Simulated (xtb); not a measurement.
dimethylsulfoxide (C2H6OS), singlet, at a GFN2-xTB geometry, atoms displaced at random by about 0.05 Å a coordinate; GFN1-xTB with ALPB(chcl3) (xtb 6.7.1).

xtb was given this input:
```
$ xtb mol.xyz --gfn 1 --opt --alpb chcl3 --json

# file mol.xyz
10

S     -0.01043477     0.30506254    -0.42424189
O     -0.03054992     1.43942607     0.40302292
C      1.33358277    -0.81546640     0.17590628
C     -1.37690020    -0.76710898     0.12889733
H      1.31680490    -0.90413273     1.20002904
H     -2.36249351    -0.30516945     0.04511120
H      1.36535943    -1.78517236    -0.27472026
H      2.25889085    -0.25785095    -0.01569765
H     -1.25149899    -1.73507900    -0.33455591
H     -1.25045107    -1.01014707     1.26466624
```

It wrote (shortened):

```
   ID    Z sym.   atoms
    1   16 S      1
    2    8 O      2
    3    6 C      3, 4
    4    1 H      5-10

           -------------------------------------------------
          |                Calculation Setup                |
           -------------------------------------------------

           -------------------------------------------------
          |                 G F N 1 - x T B                 |
           -------------------------------------------------

      * Solvation model:               ALPB
        Solvent                        chcl3
        Parameter file                 internal GFN1-xTB/ALPB
        Dielectric constant                4.8100E+00
        Reference state                gsolv [1 M gas/solution]
        Free energy shift                  2.8899E-03 Eh       1.8134E+00 kcal/mol
        Temperature                        2.9815E+02 K
        Density                            1.4900E+00 kg/L
        Solvent mass                       1.1938E+02 g/mol
        Interaction kernel             P16
        Born radius scaling (c1)           1.4984E+00
        Born radii integrator          GBOBC
        Born offset                        0.0000E+00 a0       0.0000E+00 AA
        H-bond correction              false
        Ion screening                  false
        Surface tension                    1.0000E-05 Eh       1.5569E+01 dyn/cm
        Grid points                               230 per atom

          ...................................................
          :                      SETUP                      :
          :.................................................:
          :  # basis functions                  34          :
          :  # atomic orbitals                  33          :
          :  # shells                           21          :
          :  # electrons                        26          :
          :  # halogen bonds                     0          :
          :  max. iterations                   250          :
          :  Hamiltonian                  GFN1-xTB          :
          :  restarted?                      false          :
          :  GBSA solvation                   true          :
          :  PC potential                    false          :
          :  electronic temp.          300.0000000     K    :
          :  accuracy                    1.0000000          :
          :  -> integral cutoff          0.2500000E+02      :
          :  -> integral neglect         0.1000000E-07      :
          :  -> SCF convergence          0.1000000E-05 Eh   :
          :  -> wf. convergence          0.2000000E-04 e    :
          :  Broyden damping             0.4000000          :
          :  net charge                          0          :
          :  unpaired electrons                  0          :
          ...................................................

 iter      E             dE          RMSdq      gap      omega  full diag
   1    -15.9261600 -0.159262E+02  0.719E+00    6.42       0.0  T
   2    -15.9495965 -0.234365E-01  0.408E+00    5.83       1.0  T
   3    -15.9084849  0.411116E-01  0.222E+00    6.43       1.0  T
   4    -15.9596578 -0.511730E-01  0.161E-01    6.05       1.0  T
   5    -15.9597175 -0.596660E-04  0.412E-02    6.06       1.0  T
   6    -15.9597224 -0.487530E-05  0.510E-03    6.05       6.2  T
   7    -15.9597224 -0.240279E-08  0.349E-03    6.05       9.1  T
   8    -15.9597224 -0.601220E-07  0.457E-04    6.05      69.2  T
   9    -15.9597224 -0.184332E-08  0.655E-05    6.05     482.6  T
  10    -15.9597224 -0.419345E-10  0.370E-05    6.05     854.9  T

   *** convergence criteria satisfied after 10 iterations ***

         :::::::::::::::::::::::::::::::::::::::::::::::::::::
         ::                     SUMMARY                     ::
         :::::::::::::::::::::::::::::::::::::::::::::::::::::
         :: total energy             -15.809120607015 Eh    ::
         :: total w/o Gsasa/hb       -15.806587091492 Eh    ::
         :: gradient norm              0.196642974311 Eh/a0 ::
         :: HOMO-LUMO gap              6.053056545353 eV    ::
         ::.................................................::
         :: SCC energy               -15.959722434251 Eh    ::
         :: -> electrostatic           0.048934129209 Eh    ::
         :: -> Gsolv                  -0.012174543545 Eh    ::
         ::    -> Gelec               -0.009641028023 Eh    ::
         ::    -> Gsasa               -0.005423368273 Eh    ::
         ::    -> Ghb                  0.000000000000 Eh    ::
         ::    -> Gshift               0.002889852750 Eh    ::
         :: repulsion energy           0.153649490821 Eh    ::
         :: dispersion energy         -0.003047663585 Eh    ::
         :: halogen bond corr.         0.000000000000 Eh    ::
         :: add. restraining           0.000000000000 Eh    ::
         :: total charge              -0.000000000000 e     ::
         :::::::::::::::::::::::::::::::::::::::::::::::::::::

      -----------------------------------------------------------
     |                   =====================                   |
     |                        A N C O P T                        |
     |                   =====================                   |
     |               Approximate Normal Coordinate               |
     |                Rational Function Optimizer                |
      -----------------------------------------------------------
      -----------------------------------------------------------
     |                   =====================                   |
     |                        A N C O P T                        |
     |                   =====================                   |
     |               Approximate Normal Coordinate               |
     |                Rational Function Optimizer                |
      -----------------------------------------------------------

[...]
 * total energy  :   -15.8091206 Eh     change       -0.2582645E-10 Eh
 * total energy  :   -15.8262194 Eh     change       -0.1709879E-01 Eh
 * total energy  :   -15.8298488 Eh     change       -0.3629387E-02 Eh
 * total energy  :   -15.8301963 Eh     change       -0.3474861E-03 Eh
 * total energy  :   -15.8302757 Eh     change       -0.7944656E-04 Eh
 * total energy  :   -15.8302824 Eh     change       -0.6647729E-05 Eh
 * total energy  :   -15.8302835 Eh     change       -0.1156811E-05 Eh
   *** GEOMETRY OPTIMIZATION CONVERGED AFTER 7 ITERATIONS ***
[...]
   2    -15.9611115 -0.888178E-14  0.257E-07    5.93  100000.0  T
   3    -15.9611115  0.177636E-14  0.198E-07    5.93  100000.0  T

   *** convergence criteria satisfied after 3 iterations ***

         :::::::::::::::::::::::::::::::::::::::::::::::::::::
         ::                     SUMMARY                     ::
         :::::::::::::::::::::::::::::::::::::::::::::::::::::
         :: total energy             -15.830283522225 Eh    ::
         :: total w/o Gsasa/hb       -15.827808140113 Eh    ::
         :: gradient norm              0.000201162159 Eh/a0 ::
         :: HOMO-LUMO gap              5.933351366323 eV    ::
         ::.................................................::
         :: SCC energy               -15.961111523816 Eh    ::
         :: -> electrostatic           0.065270575282 Eh    ::
         :: -> Gsolv                  -0.015059979121 Eh    ::
         ::    -> Gelec               -0.012584597008 Eh    ::
         ::    -> Gsasa               -0.005365234862 Eh    ::
         ::    -> Ghb                  0.000000000000 Eh    ::
         ::    -> Gshift               0.002889852750 Eh    ::
         :: repulsion energy           0.133874440907 Eh    ::
         :: dispersion energy         -0.003046439317 Eh    ::
         :: halogen bond corr.         0.000000000000 Eh    ::
         :: add. restraining           0.000000000000 Eh    ::
         :: total charge              -0.000000000000 e     ::
         :::::::::::::::::::::::::::::::::::::::::::::::::::::

           -------------------------------------------------
          |                Property Printout                |
           -------------------------------------------------

    * Orbital Energies and Occupations

         #    Occupation            Energy/Eh            Energy/eV
      -------------------------------------------------------------
         1        2.0000           -0.9598408             -26.1186
         2        2.0000           -0.7358958             -20.0247
         3        2.0000           -0.6603994             -17.9704
         4        2.0000           -0.6507402             -17.7075
         5        2.0000           -0.5801186             -15.7858
         6        2.0000           -0.5780075             -15.7284
         7        2.0000           -0.5708122             -15.5326
         8        2.0000           -0.5388827             -14.6637
         9        2.0000           -0.5362739             -14.5928
        10        2.0000           -0.5239342             -14.2570
        11        2.0000           -0.5215778             -14.1929
        12        2.0000           -0.4672776             -12.7153
        13        2.0000           -0.4447874             -12.1033 (HOMO)
        14                         -0.2267407              -6.1699 (LUMO)
        15                         -0.2248940              -6.1197
        16                         -0.1454626              -3.9582
        17                         -0.1256818              -3.4200
        18                         -0.1169078              -3.1812
        19                         -0.0900208              -2.4496
        20                         -0.0855270              -2.3273
        21                         -0.0688949              -1.8747
        22                         -0.0670517              -1.8246
        23                         -0.0595000              -1.6191
        24                         -0.0326216              -0.8877
       ...                                ...                  ...
        33                          0.7127125              19.3939
      -------------------------------------------------------------
                  HL-Gap            0.2180467 Eh            5.9334 eV
             Fermi-level           -0.3357640 Eh           -9.1366 eV

  Mulliken/CM5 charges         n(s)   n(p)   n(d)
     1S     0.27447  0.26069   1.882  3.456  0.387
     2O    -0.54301 -0.58904   1.745  4.798  0.000
     3C    -0.04138 -0.17518   1.024  3.017  0.000
     4C    -0.04145 -0.17526   1.024  3.017  0.000
     5H     0.06214  0.11721   0.938  0.000  0.000
     6H     0.06205  0.11679   0.938  0.000  0.000
     7H     0.05195  0.10592   0.948  0.000  0.000
     8H     0.06160  0.11628   0.938  0.000  0.000
     9H     0.05189  0.10585   0.948  0.000  0.000
    10H     0.06175  0.11674   0.938  0.000  0.000

Wiberg/Mayer (AO) data.
largest (>0.10) Wiberg bond orders for each atom

 ---------------------------------------------------------------------------
     #   Z sym  total        # sym  WBO       # sym  WBO       # sym  WBO
 ---------------------------------------------------------------------------
     1  16 S    3.569 --     2 O    1.680     3 C    0.930     4 C    0.930
     2   8 O    1.870 --     1 S    1.680
     3   6 C    3.978 --     5 H    0.984     7 H    0.984     8 H    0.981
                             1 S    0.930
     4   6 C    3.978 --    10 H    0.984     9 H    0.983     6 H    0.981
                             1 S    0.930
     5   1 H    1.000 --     3 C    0.984
     6   1 H    1.004 --     4 C    0.981
     7   1 H    1.001 --     3 C    0.984
     8   1 H    1.004 --     3 C    0.981
     9   1 H    1.002 --     4 C    0.983
    10   1 H    1.000 --     4 C    0.984
 ---------------------------------------------------------------------------

Topologies differ in total number of bonds
Writing topology from bond orders to xtbtopo.mol

 dipole moment from electron density (au)
     X       Y       Z
   0.0261  -2.0884  -0.5651  total (Debye):    5.499

optimized geometry written to: xtbopt.xyz

           -------------------------------------------------
          | TOTAL ENERGY              -15.830283522225 Eh   |
          | GRADIENT NORM               0.000201162159 Eh/α |
          | HOMO-LUMO GAP               5.933351366323 eV   |
           -------------------------------------------------

normal termination of xtb
```
